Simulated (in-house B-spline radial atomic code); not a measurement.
Orbital energies and mean radii along the 33-electron series, configuration [Ar] 3d10 4s2 4p3. The effective charge is n√(-2ε), a non-relativistic measure. Computed with an all-electron radial atomic-structure program (B-spline basis): non-relativistic Hartree-Fock, average of the configuration, point nuclei.

This level leaves out relativity, spin-orbit splitting included, which matters for heavy ions.

```
  ion   Z  energy of 4p (Eh)  mean radius of 4p (bohr)  energy of 1s (Eh)  mean radius of 1s (bohr)  energy of 2p (Eh)  mean radius of 2p (bohr)  effective charge of 4p
Ru11+  44            -8.9635                   0.99287            -803.83                  0.034623            -114.49                   0.12914                  16.936
Rh12+  45            -10.158                   0.94779            -843.63                  0.033844             -121.9                   0.12594                   18.03
Pd13+  46            -11.418                   0.90696            -884.42                  0.033099            -129.56                    0.1229                  19.115
Ag14+  47            -12.743                   0.86977            -926.22                  0.032385            -137.48                   0.11999                  20.193
Cd15+  48            -14.131                   0.83572            -969.02                  0.031702            -145.65                   0.11722                  21.265
In16+  49            -15.584                   0.80441           -1012.83                  0.031047            -154.07                   0.11458                  22.332
Sn17+  50            -17.101                    0.7755           -1057.63                  0.030419            -162.75                   0.11204                  23.393
Sb18+  51            -18.682                   0.74871           -1103.44                  0.029815            -171.67                   0.10962                  24.451
Te19+  52            -20.327                   0.72381           -1150.25                  0.029235            -180.86                    0.1073                  25.504
 I20+  53            -22.035                   0.70059           -1198.06                  0.028677            -190.29                   0.10507                  26.554
Xe21+  54            -23.807                   0.67889           -1246.87                   0.02814            -199.97                   0.10293                  27.601
Cs22+  55            -25.642                   0.65854           -1296.69                  0.027623            -209.91                   0.10088                  28.645
Ba23+  56            -27.541                   0.63943            -1347.5                  0.027124             -220.1                  0.098904                  29.687
La24+  57            -29.502                   0.62144           -1399.32                  0.026643            -230.54                  0.097005                  30.726
Ce25+  58            -31.527                   0.60448           -1452.13                  0.026179            -241.23                  0.095177                  31.763
```

(1) How does the screening of 4p change?

## Answers

(1) Z less the effective charge goes from 27.06 at Z = 44 to 26.24 at Z = 58.
